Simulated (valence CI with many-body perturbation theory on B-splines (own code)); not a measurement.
The numbers below are computed, except where a source is named.
## Basis-set convergence for Tm29+

Level of theory: configuration interaction combined with many-body perturbation theory (CI+MBPT): four valence electrons over a frozen Dirac-Fock core [Kr], radial functions for each j: 7 s, 7 p, 8 d, 6 f, 4 g, 1 h, with the one-electron correlation potential Σ1 (screened to all orders), the two-electron term Σ2, the three-electron term Σ3, Breit, model QED; selected single and double excitations, second order for the rest, scaled by the run's own slope (own B-spline code, finite nucleus).

No measured spectrum was set against this ion. As an estimate, large intervals hold to a few tenths of a per cent, small ones and those within an open d or f shell to about a per cent. Only levels of the ground parity were solved; by the run's estimate the other parity begins above the list, which can be wrong where configurations are misplaced.

The reference run has the lowest level (4d3/2^4) J=0 and an ionisation energy of 1111.36 eV. Its largest variational space holds 18716 state functions.

Levels are named by their leading jj configuration (3d3/2^4 stands for four electrons in 3d with j = 3/2), which in mixed levels can hold well under half, so a name can repeat and another be missing. Letters in brackets count levels of one name in rising energy.

Changed runs:
A. basis 6 s, 6 p, 5 d, 5 f, 1 g
B. basis 5 s, 5 p, 4 d, 4 f

Excitation energies of the reference run in cm⁻¹, and shifts in cm⁻¹:

| Level | Reference | A | B |
| --- | --- | --- | --- |
| (4d3/2^3 4d5/2) J=1 | 72109 | -219 | -478 |
| (4d3/2^3 4d5/2) J=2 | 104494 | -190 | -174 |
| (4d3/2^3 4d5/2) J=4 | 107515 | -5.9 | +263 |
| (4d3/2^3 4d5/2) J=3 | 116013 | -111 | +117 |
| (4d3/2^2 4d5/2^2) J=0 [a] | 170942 | -160 | -348 |
| (4d3/2^2 4d5/2^2) J=4 [a] | 178597 | -196 | -206 |
| (4d3/2^2 4d5/2^2) J=2 [a] | 179374 | -82 | +321 |
| (4d3/2^2 4d5/2^2) J=3 [a] | 183520 | -181 | +17 |
| (4d3/2^2 4d5/2^2) J=5 | 196812 | -81 | +307 |
| (4d3/2^2 4d5/2^2) J=1 | 203979 | -66 | +417 |
| (4d3/2^2 4d5/2^2) J=6 | 206439 | -12 | +515 |
| (4d3/2^2 4d5/2^2) J=4 [b] | 217785 | +24 | +619 |
| Ionisation energy (eV) | 1111.36 | -0.07 | -0.14 |
